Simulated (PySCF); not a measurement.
F3Ge, SMILES [F][Ge]([F])[F] (connectivity only; charge and spin as stated), charge +1, multiplicity 1.

Geometry optimised at PBE0-D3(BJ)/def2-SVP. The spin state was assumed, not searched. The isomer is the one that the SMILES or the coordinates give; other isomers of the formula were not compared.

Vertical ionisation energy (IE) and electron affinity (EA) in eV. Rows of orbital energies are one-electron estimates. Where ΔSCF, EOM or ADC give a negative EA the extra electron is unbound and the value depends on the basis.

```csv
level,IE,EA
"−ε(HOMO), −ε(LUMO), PBE0/def2-TZVPD (PySCF)",___,___
ADC(2)/aug-cc-pVDZ (PySCF),21.51,7.92
```

Task: Complete the blanks. (An estimate is asked for; the answer gives what the named calculation found.)

Result: 
- −ε(HOMO), −ε(LUMO), PBE0/def2-TZVPD (PySCF), IE: 19.96
- −ε(HOMO), −ε(LUMO), PBE0/def2-TZVPD (PySCF), EA: 10.95

Task: Beyond the first one, list the lowest photoelectron lines from ADC(2)/aug-cc-pVDZ (PySCF) with their pole strengths (two spins summed). (The exact figures need the calculation; the answer reports its results.)

Result: 21.94 eV (1.72), 21.94 eV (1.72), 21.94 eV (1.72), 21.94 eV (1.72), 22.92 eV (1.74).
